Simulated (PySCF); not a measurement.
# [SmO(OH)]− at several levels of theory

Computed with PySCF 2.14.0 (density fitting, no spin-orbit coupling) at the geometry relaxed with PBE0:

```xyz
4
[SmO(OH)]− (singlet in the valence; each metal's 4f electrons, 6 of them, lie in its core potential, out of spins and levels)
Sm   -0.0173   -0.0471   -0.4347
O     1.4697    0.0323    0.9529
O    -2.1888    0.0194    0.3598
H    -2.5124    0.0840    1.2644
```

```tsv
level	basis	state	HOMO (eV)	gap (eV)	charge on Sm1 (e)	population of f-type functions on Sm1 (polarisation alone where 4f lies in the core)	dipole about the centre of mass (D)	largest force component (eV/Å)
PBE0	Sm lcecp-0-SVP with ECP52, O def2-SVP, H def2-SVP	singlet	–	–	0.16	0.05	7.20	0.01
TPSS	the same	singlet	–	–	0.05	0.04	6.32	0.60
CAM-B3LYP	the same	singlet	–	–	0.15	0.05	7.64	0.07
```

In the lcecp rows the 4f levels are missing from HOMO and gap, and the state counts the valence alone.

Charges are Mulliken's, which hang on the basis. The relaxation used the grid (50, 194), these runs (75, 302) or, all-electron (x2c bases, spin-free X2C Hamiltonian), (99, 590).

Q: What does PBE0 with Sm lcecp-0-TZVP with ECP52, O def2-TZVP, H def2-TZVP give here?

A: state singlet, charge on Sm1 (e) 0.58, population of f-type functions on Sm1 (polarisation alone where 4f lies in the core) 0.05, dipole about the centre of mass (D) 7.74, largest force component (eV/Å) 0.42. Time: 9.3 s on 2 threads of Intel(R) Xeon(R) Platinum 8488C (Sapphire Rapids) (shared host), from free ions and atoms.

An lcecp potential fixes the number of 4f electrons, so in runs with it no electron can move into or out of that shell.

Small gap, closed shell not tested for a spin-broken solution: TPSS.
